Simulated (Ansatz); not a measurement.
Born–Oppenheimer molecular dynamics of Cl2H4OSi2 (9 atoms, charge 0, multiplicity 1). It starts from a relaxed structure.

Method: RKS PBE0/def2-SVP (Ansatz 0.2.0).

```json
{
  "ensemble": "NVT, Nosé–Hoover chain",
  "time step": "0.5 fs",
  "steps asked": "300",
  "set temperature": "300 K",
  "thermostat": "time constant 50 fs, chain length 3",
  "seed": "796919"
}
```

Frames 10 fs apart, positions in Å, forces in eV/Å.

Velocities at 30 fs (Å/ps):

```
Si 1.06 -1.81 1.00
H 2.74 -1.14 8.17
Cl 0.95 0.51 -0.55
Cl -1.92 0.37 -0.38
O 2.94 -1.88 -0.20
Si -1.66 1.71 -0.97
H -18.33 13.56 18.35
H -10.18 1.60 -2.92
H 29.81 -12.73 11.52
```

```xyz
9
Properties=species:S:1:pos:R:3:forces:R:3 time_fs=30 energy_less_start_eV=0.140 T=170
Si 0.093 0.146 0.192 0.32 -0.17 -0.13
H 0.804 0.855 1.285 -0.25 -0.04 -0.09
Cl 1.468 -0.496 -1.179 0.26 0.15 -0.26
Cl -1.244 1.389 -0.762 0.05 -0.11 0.20
O -0.605 -1.229 0.720 -0.43 0.63 0.23
Si -1.728 -2.426 0.472 0.61 -1.23 -0.18
H -2.245 -2.832 1.810 -0.20 0.16 -0.12
H -2.744 -2.160 -0.566 -0.37 0.53 0.10
H -1.003 -3.595 -0.139 0.01 0.07 0.26
9
Properties=species:S:1:pos:R:3:forces:R:3 time_fs=40 energy_less_start_eV=0.164 T=169
Si 0.107 0.128 0.198 -0.39 0.14 -0.66
H 0.731 0.833 1.312 0.17 0.23 0.19
Cl 1.481 -0.488 -1.187 0.25 0.19 -0.17
Cl -1.261 1.389 -0.762 0.41 -0.42 0.37
O -0.592 -1.233 0.724 -0.58 0.20 0.12
Si -1.737 -2.430 0.464 0.12 0.97 0.32
H -2.417 -2.614 1.738 -0.28 -0.29 0.63
H -2.808 -2.007 -0.478 0.18 -0.07 -0.35
H -0.906 -3.556 0.114 0.11 -0.94 -0.46
9
Properties=species:S:1:pos:R:3:forces:R:3 time_fs=50 energy_less_start_eV=0.128 T=239
Si 0.115 0.118 0.190 -0.48 0.41 -0.38
H 0.687 0.878 1.317 0.17 -0.06 -0.07
Cl 1.502 -0.475 -1.201 0.08 0.17 0.04
Cl -1.269 1.379 -0.752 0.43 -0.45 0.27
O -0.612 -1.227 0.738 -0.02 -0.18 0.18
Si -1.742 -2.428 0.472 -0.72 -0.11 0.33
H -2.613 -2.539 1.727 0.52 -0.09 -0.48
H -2.678 -1.893 -0.602 0.42 -0.50 0.11
H -1.046 -3.772 0.195 -0.41 0.81 -0.01
9
Properties=species:S:1:pos:R:3:forces:R:3 time_fs=60 energy_less_start_eV=0.179 T=228
Si 0.108 0.119 0.168 0.18 -0.18 0.27
H 0.780 0.880 1.265 -0.19 -0.26 -0.24
Cl 1.528 -0.455 -1.216 -0.19 0.09 0.12
Cl -1.266 1.355 -0.734 0.05 -0.11 0.01
O -0.633 -1.224 0.763 0.46 0.27 0.13
Si -1.762 -2.416 0.486 -0.30 -0.65 -0.47
H -2.657 -2.549 1.683 0.03 0.28 -0.25
H -2.364 -2.079 -0.827 -0.54 0.25 0.07
H -1.297 -3.817 0.184 0.50 0.31 0.37
9
Properties=species:S:1:pos:R:3:forces:R:3 time_fs=70 energy_less_start_eV=0.092 T=362
Si 0.102 0.108 0.146 0.58 -0.88 0.42
H 0.843 0.804 1.197 -0.04 0.20 0.25
Cl 1.550 -0.432 -1.228 -0.31 -0.03 -0.01
Cl -1.261 1.327 -0.714 -0.42 0.34 -0.33
O -0.635 -1.211 0.795 -0.19 -0.04 -0.38
Si -1.793 -2.412 0.481 0.91 1.00 -0.58
H -2.757 -2.364 1.555 -0.67 0.01 0.57
H -2.376 -2.160 -0.862 -0.23 0.08 -0.03
H -1.131 -3.702 0.422 0.36 -0.69 0.10
9
Properties=species:S:1:pos:R:3:forces:R:3 time_fs=80 energy_less_start_eV=0.275 T=191
Si 0.117 0.074 0.141 0.34 0.10 0.43
H 0.798 0.802 1.211 0.13 0.13 0.19
Cl 1.565 -0.408 -1.242 -0.24 -0.16 -0.02
Cl -1.266 1.304 -0.702 -0.29 0.23 -0.36
O -0.647 -1.199 0.808 -0.41 -0.29 -0.65
Si -1.806 -2.395 0.470 0.03 0.42 1.00
H -2.970 -2.176 1.441 0.64 -0.33 -0.19
H -2.531 -2.207 -0.850 0.71 -0.31 0.10
H -0.934 -3.613 0.785 -0.90 0.19 -0.51
9
Properties=species:S:1:pos:R:3:forces:R:3 time_fs=90 energy_less_start_eV=0.117 T=387
Si 0.147 0.045 0.154 -0.09 1.34 0.33
H 0.775 0.825 1.264 -0.01 -0.33 -0.28
Cl 1.575 -0.387 -1.256 -0.20 -0.23 0.12
Cl -1.279 1.287 -0.698 0.20 -0.13 -0.09
O -0.677 -1.200 0.786 0.49 -0.05 -0.14
Si -1.813 -2.359 0.483 -0.60 -1.51 0.54
H -3.002 -2.161 1.396 0.29 0.14 -0.33
H -2.239 -2.449 -0.944 0.06 0.26 0.01
H -1.211 -3.707 0.858 -0.14 0.50 -0.16
9
Properties=species:S:1:pos:R:3:forces:R:3 time_fs=100 energy_less_start_eV=0.276 T=227
Si 0.170 0.051 0.172 -0.50 0.66 -0.17
H 0.857 0.731 1.288 -0.04 0.02 -0.07
Cl 1.579 -0.371 -1.267 -0.21 -0.18 0.15
Cl -1.288 1.267 -0.697 0.46 -0.09 0.13
O -0.681 -1.203 0.754 0.87 -0.06 0.47
Si -1.834 -2.357 0.501 0.31 0.04 -1.18
H -3.008 -2.010 1.261 -0.92 0.39 0.22
H -1.879 -2.492 -0.972 -0.61 0.19 -0.28
H -1.486 -3.697 0.875 0.64 -0.97 0.72
9
Properties=species:S:1:pos:R:3:forces:R:3 time_fs=110 energy_less_start_eV=0.208 T=313
Si 0.178 0.078 0.183 -0.53 -0.52 -0.53
H 0.921 0.677 1.278 0.07 0.41 0.33
Cl 1.577 -0.360 -1.275 -0.23 -0.08 0.16
Cl -1.284 1.244 -0.693 0.26 0.22 0.09
O -0.640 -1.217 0.747 0.05 -0.70 0.26
Si -1.861 -2.373 0.499 0.13 0.93 -0.41
H -3.169 -1.746 0.976 0.52 -0.51 0.06
H -1.966 -2.412 -1.017 -0.03 -0.53 0.49
H -1.491 -3.687 1.206 -0.24 0.76 -0.45
9
Properties=species:S:1:pos:R:3:forces:R:3 time_fs=120 energy_less_start_eV=0.155 T=382
Si 0.174 0.095 0.188 -0.02 -0.82 0.19
H 0.875 0.816 1.289 -0.22 -0.17 -0.20
Cl 1.569 -0.351 -1.278 -0.22 -0.02 0.31
Cl -1.275 1.226 -0.687 -0.23 0.42 -0.15
O -0.590 -1.263 0.750 -0.11 -0.01 -0.57
Si -1.878 -2.354 0.481 -0.02 0.63 0.77
H -3.214 -1.700 0.821 0.59 -0.17 0.12
H -2.101 -2.761 -0.943 0.49 -0.10 0.09
H -1.553 -3.476 1.453 -0.25 0.25 -0.56
9
Properties=species:S:1:pos:R:3:forces:R:3 time_fs=130 energy_less_start_eV=0.275 T=255
Si 0.166 0.081 0.193 0.01 -0.47 0.14
H 0.741 0.913 1.287 0.06 -0.42 -0.13
Cl 1.555 -0.343 -1.273 -0.05 0.00 0.32
Cl -1.271 1.220 -0.685 -0.48 0.36 -0.28
O -0.544 -1.311 0.725 0.00 0.42 -0.51
Si -1.884 -2.313 0.474 1.34 -0.28 0.28
H -3.106 -1.648 0.825 -0.97 0.76 -0.21
H -1.865 -3.131 -0.758 -0.05 0.47 -0.56
H -1.729 -3.334 1.468 0.14 -0.84 0.97
9
Properties=species:S:1:pos:R:3:forces:R:3 time_fs=140 energy_less_start_eV=0.109 T=440
Si 0.155 0.050 0.195 0.05 0.28 -0.60
H 0.730 0.775 1.316 0.28 0.18 0.32
Cl 1.540 -0.334 -1.260 0.23 -0.01 0.01
Cl -1.278 1.222 -0.689 -0.19 0.14 0.00
O -0.501 -1.343 0.674 -0.29 -0.34 0.45
Si -1.871 -2.287 0.495 -0.12 -0.51 0.02
H -3.104 -1.379 0.528 0.52 -0.53 -0.15
H -1.635 -3.053 -0.803 -0.45 0.30 0.44
H -1.914 -3.284 1.652 -0.02 0.49 -0.49
```

Of the whole run (150 fs, mean temperature of the second half 311 K): The conserved energy stayed within 0.13 meV per atom of its start (net change 0.079 meV per atom), so the integration is sound. A run of 0.15 ps of so small a system gives no equilibrium averages.

The run took 14 min on 2 threads of Arm Neoverse V1 (shared host), peak memory 0.25 GiB.
